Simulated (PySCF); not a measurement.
CdGeH6Si, SMILES [SiH3][Cd][GeH3].

Geometry optimised at B3LYP-D3(BJ)/def2-SVP. The structure was generated by enumeration; whether it is a known compound was not checked. The def2 effective core potentials stand for the cores of Cd; spin–orbit coupling is left out.

The numbers are results of PySCF with PBE0/def2-TZVPD, not measurements.

Gas-phase values at a fixed geometry.

Computed frontier levels, gap, dipole moment and polarisability:
- highest occupied level = -6.70 eV
- lowest empty level = -1.34 eV
- orbital gap = 5.36 eV
- dipole moment = 0.28 D
- quadrupole, principal values (traceless, Buckingham form, about the centre of nuclear charge) = -12.13, 6.07, 6.07 D·Å
- mean static polarisability = 112.6 bohr³ (16.69 Å³)
- polarisability, principal values = 84.5, 84.5, 169.0 bohr³
